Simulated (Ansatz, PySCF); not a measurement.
This Ansatz (a quantum-chemistry and plane-wave program) input computes a B3LYP/def2-TZVPD energy:

Ansatz 0.2 input:
```yaml
crystal:
  periodic: [false, false, false]
  atoms:
    - {symbol: Ge, position_ang: [0.00169602, -0.21390905, 0.00025442]}
    - {symbol: O, position_ang: [0.01459083, -1.84025593, 0.00218880]}
    - {symbol: O, position_ang: [0.80149569, 1.35440922, 0.01824736]}
    - {symbol: O, position_ang: [-0.82287059, 1.34148290, -0.02145385]}
basis:
  gaussian:
    orbitals: def2-TZVPD
hamiltonian:
  xc: {name: B3LYP}
output: {forces: true}
```

Problem. Write an input for the same energy in PySCF and say what it gives.

Solution. 
```python
from pyscf import gto, scf, dft

mol = gto.M(
    atom='''
    Ge    0.00169602   -0.21390905    0.00025442
    O     0.01459083   -1.84025593    0.00218880
    O     0.80149569    1.35440922    0.01824736
    O    -0.82287059    1.34148290   -0.02145385
    ''',
    basis='def2-tzvpd',
    charge=0,
    spin=0,
    verbose=4,
)

mf = dft.RKS(mol, xc='b3lyp').density_fit(auxbasis='def2-universal-jkfit')
mf.grids.level = 3
mf.conv_tol = 1e-9
mf.max_cycle = 100
mf.max_memory = 1500
mf.kernel()
if not mf.converged:
    mf = mf.newton()
    mf.kernel(mf.make_rdm1())
mf.analyze()
```
It gives -2302.67618 Eh, and Ansatz -2302.67611 Eh, a difference of 0.07 mEh, from the treatment of integrals and grids.
